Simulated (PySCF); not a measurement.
## Basis-set dependence of the ionisation energy of Pr(2+)

Pr(2+) [Xe] 4f3 (high-spin determinant) → Pr(3+) [Xe] 4f2 (high-spin determinant). Calculated with PySCF 2.14 from differences of total energies of unrestricted determinants, without spin-orbit coupling. Values in eV.

```tsv
basis	Hamiltonian	functions	UHF	PBE	PBE0	MP2 (valence)	CCSD(T) (valence)
cc-pVDZ-X2C	spin-free X2C	84	19.470	22.630	22.125	20.622	20.735
ANO-RCC-VTZP	spin-free X2C	104	19.482	22.653	22.132	20.861	20.954
x2c-TZVPPall	spin-free X2C	113	19.410	22.603	22.071	20.727	20.839
x2c-TZVPPall with one added diffuse shell each of s, p, d, f type	spin-free X2C	129	19.415	22.623	22.084	20.734	n/a
```

Frozen in the all-electron rows: valence: [Kr] 4d10.

Both determinants mix LS terms of the configuration, so the numbers do not refer to single terms.

Between the lowest levels the reference is 21.624 eV (measured; NIST Atomic Spectra Database, ionization energies); it includes spin-orbit coupling, which these numbers lack.
